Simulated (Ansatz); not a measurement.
Consider the hydrogenolysis of a B–O bond: `COBCCl` + H₂ → `BCCl` + CH₃OH.

Calculated with Ansatz (gas phase, PBE0-D4/def2-TZVP geometries, no zero-point term in ΔE). CCSD(T)/CBS is the MP2 limit (def2-TZVPP, def2-QZVPP) plus CCSD(T) − MP2 in def2-TZVPP, frozen cores. This one scheme is used for every species. Functionals use def2-TZVPP. One conformer a species, not always the lowest.

```
 species  PBE energy (Eh)
`COBCCl`       -639.79258
      H₂         -1.16614
  `BCCl`       -525.27526
   CH₃OH       -115.63194
```

**Question.** Work out ΔE.

**Answer.** ΔE = (-525.27526) + (-115.63194) − (-639.79258) − (-1.16614) = 0.05152 Eh = +135.3 kJ/mol. CCSD(T)/CBS gives +136.8 kJ/mol.

Largest T1 diagnostic among the species: 0.012.

In def2-TZVPP, CCSD(T) changes the Hartree–Fock value by +23.6 kJ/mol (the triples alone add +6.1 kJ/mol) and MP2 by +27.5 kJ/mol. The D4 term adds +7.7 kJ/mol with B3LYP and +4.4 kJ/mol with PBE0; it sums over pairs of atoms, weighted by their polarisabilities, and B3LYP, whose exchange is more repulsive, gets the larger term.

B3LYP here is the variant with VWN-RPA as its local correlation; programs differ in this.
